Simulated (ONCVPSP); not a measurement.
# Scattering properties, ONCV potential for C

```json
{
  "Element": "C (Z = 6)",
  "Generator": "ONCVPSP 4.0.1",
  "Type": "optimised norm-conserving Vanderbilt (ONCV)",
  "Functional": "PBEsol",
  "Relativity": "scalar-relativistic",
  "Frozen core": "[He]",
  "Valence charge": "4",
  "Reference configuration": "2s2 (charge +2)",
  "Partial waves": "2s: rc 0.85 bohr, ncon 3, nbas 6, qcut 8 1/bohr, 1 projector; p scattering state at 0.07 Ha: rc 0.75 bohr, ncon 4, nbas 7, qcut 9.1 1/bohr, 2 projectors, debl 0.8 Ha; d scattering state at 0.07 Ha: rc 0.80 bohr, ncon 3, nbas 7, qcut 13.8 1/bohr, 1 projector",
  "Local potential": "polynomial inside 0.65 bohr (lpopt 5, dvloc0 0 Ha)",
  "Core correction": "none"
}
```

In the p channel the program set the typed energies aside and used 0.050, 0.850 Ha.

The phase is arctan(r·R′/R) of the radial function R(r), unwrapped; energies in Ha, scanned from -3 to 5 Ha. A pole is an energy at which the radial function vanishes at the test radius. The pseudo phase is shifted by a multiple of π to meet the all-electron one at the reference energy, and phase errors are pseudo minus all-electron; the curves can meet again beyond the range given. Levels narrower than the energy grid can be missing from the lists of poles.

Q: For each channel, where are the poles, and over which energies does the pseudopotential scatter like the atom?

A:

```tsv
channel	radius (bohr)	reference energy (Ha)	poles, all-electron	poles, pseudo	unbroken range about the reference energy with phases within 0.05 rad	phase error 1 Ha above the reference energy (rad)
s	0.86	-1.48	none	3.51	below 0.7	-0.013
p	0.76	0.05	none	none	the whole range	+0.000
d	0.81	0.07	none	none	the whole range	+0.000
```

Note: no bound ghost flagged; GHOST(+) flagged for s at 111.5 eV.

Phases in the p channel:

```
E (Ha)  all-electron  pseudo
 -2.98         0.172   0.172
 -2.76         0.096   0.096
 -2.54         0.016   0.016
 -2.32        -0.066  -0.066
 -2.10        -0.149  -0.149
 -1.88        -0.234  -0.234
 -1.66        -0.317  -0.317
 -1.44        -0.399  -0.399
 -1.22        -0.479  -0.479
 -1.00        -0.555  -0.555
 -0.78        -0.627  -0.627
 -0.56        -0.694  -0.694
 -0.34        -0.757  -0.757
 -0.12        -0.816  -0.816
  0.10        -0.871  -0.871
  0.32        -0.921  -0.921
  0.54        -0.968  -0.968
  0.76        -1.011  -1.011
  0.98        -1.051  -1.051
  1.20        -1.087  -1.087
  1.42        -1.121  -1.121
  1.64        -1.153  -1.153
  1.86        -1.183  -1.183
  2.08        -1.210  -1.210
  2.30        -1.235  -1.235
  2.52        -1.259  -1.259
  2.74        -1.282  -1.282
  2.96        -1.302  -1.302
  3.18        -1.322  -1.322
  3.40        -1.341  -1.341
  3.62        -1.359  -1.359
  3.84        -1.375  -1.375
  4.06        -1.391  -1.391
  4.28        -1.406  -1.406
  4.50        -1.421  -1.421
  4.72        -1.435  -1.435
  4.94        -1.448  -1.448
```
